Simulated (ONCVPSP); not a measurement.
**Potentials for arsenic (As) compared**

Generated with ld1.x 7.5 (TM, RRKJ, ultrasoft, PAW), atompaw 4.2 or ONCVPSP 4.0.1. The cutoff is in Ry: for ld1.x and atompaw files where the sum of valence levels is converged to 10 mRy in a Bessel basis, for ONCV files where the hardest occupied wave has 1 mHa per electron of residual kinetic energy. The error is the largest all-electron minus pseudo excitation energy over each file’s own four to seven test configurations (ionisations up to +4, promotions, holes and added fractions of an electron), all of which were solved. The labels leave out finer settings (local radius, basis sizes, second energies), which also bear on the numbers. Spin-polarised tests are not counted. The rows are a selection from randomly drawn settings: files with unsolved tests, undetermined cutoffs or missed reference levels are left out.

A true bound ghost makes a file unfit for plane-wave use even where its test errors are small: the radial tests pick states by their node count and pass the ghost by.

| potential | cutoff (Ry) | largest error (meV) | bound ghosts |
| --- | --- | --- | --- |
| ONCV, LDA (Perdew-Zunger), scalar-relativistic, rc 1.55/1.50/0.90 (spd), local d, core correction yes, reference 3d10 4s2 4p2.75, qcut 4/5.4/15, projectors 1/3/0 | 210 | -6.4 | s, p |
| ONCV, LDA (Perdew-Zunger), scalar-relativistic, rc 1.35/1.85/0.90 (spd), local d, core correction yes, reference 3d10 4s1.75 4p3.25, qcut 3.8/5/16.2, projectors 2/2/0 | 242 | +4.0 | s, p |
| ONCV, PBEsol, scalar-relativistic, rc 0.80/0.90/1.20 (spd), local smoothed, core correction no, reference 3s2 3p6 3d10 4s2 4p2, qcut 17.9/16.5/15, projectors 2/2/2 | 211 | -221 | none |

(1) Fill in the row for As: ONCV, PBE, scalar-relativistic, rc 1.45/2.05 (sp), local smoothed, core correction yes, reference 4s2 4p3, qcut 5/3.8, projectors 1/2.

(2) Fill in the row for As: ONCV, LDA (Perdew-Wang 92), scalar-relativistic, rc 1.70/1.60 (sp), local smoothed, core correction yes, reference 4s2 4p3, qcut 4.5/5.2, projectors 2/1.

(3) Fill in the row for As: ONCV, Wu-Cohen, scalar-relativistic, rc 1.15/1.20/0.95 (spd), local smoothed, core correction no, reference 3s2 3p6 3d10 4s1 4p4, qcut 13.4/11.1/15.8, projectors 2/2/2.

Answers

(1) cutoff 20 Ry, largest error -151 meV, bound ghosts: none.

(2) cutoff 20 Ry, largest error -569 meV, bound ghosts: none.

(3) cutoff 214 Ry, largest error -2.0 meV, bound ghosts: none.
